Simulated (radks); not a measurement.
The numbers below are computed, except where a source is named.
Q: These are the eigenvalues of the occupied orbitals of an atom or ion with whole-number occupations (hartree). Code: a radial shooting solver on a logarithmic mesh with Libxc functionals. Model: scalar-relativistic Kohn-Sham, LB94 model potential, spin-polarised, spherical densities, finite nucleus; Fermi nuclear charge, rms radius of each element as measured or else 0.836 A^(1/3) + 0.57 fm.

1s: -0.85116

Which element is it, and in what charge state? The configuration may be excited. Open shells, if any, are filled with parallel spins first.

A: Z = 2, helium, charge 0: He in [He]. The 1s level, -0.85116 hartree, gives Z - s = 1.3 by -(Z - s)^2/2, which with screening and relativity narrows Z to a few neighbours, and with so few levels the electron count can be read from the list.
